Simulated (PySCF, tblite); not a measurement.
Compound: C₆H₁₂OSi.
SMILES: `O=C[C@@H]1CCC[SiH2]C1`

Jobs on this species (20 atoms, 70 electrons) with PySCF (density fitting) and tblite. Hardware of each: an Arm Neoverse V2 with one thread, no GPU, shared host. The host was shared with other jobs, so the times are rough.

```json
{"level and settings": "B3LYP/pcSseg-1", "work": "shieldings, ring-centre shieldings", "basis functions": "203", "SCF cycles": "?", "wall time": "?"}
{"level and settings": "PBE0/pcSseg-1", "work": "shieldings, ring-centre shieldings, charges and field gradients", "basis functions": "203", "SCF cycles": "?", "wall time": "?"}
{"level and settings": "B3LYP/def2-SVPD", "work": "10 singlets by full TDDFT, 4 Tamm–Dancoff triplets, polarisability, ΔSCF ions", "basis functions": "263", "SCF cycles": "14", "wall time": "2.7 min"}
{"level and settings": "GFN2-xTB", "work": "Hessian by finite differences", "basis functions": "–", "SCF cycles": "–", "wall time": "0.63 s"}
{"level and settings": "PBE0-D3(BJ)/def2-SVP, grid level 1", "work": "geometry optimisation from a GFN2-xTB start shaken at random", "basis functions": "176", "SCF cycles": "72", "wall time": "2.1 min"}
```

Problem. Fill in the missing figures.

Solution. 
- B3LYP/pcSseg-1; shieldings, ring-centre shieldings: 27 s, 14 SCF cycles
- PBE0/pcSseg-1; shieldings, ring-centre shieldings, charges and field gradients: 28 s, 14 SCF cycles

Problem. What do all jobs in the table cost together?

Solution. About 5.7 min; the longest takes about 47 % of that, and about 260 times as long as the shortest.
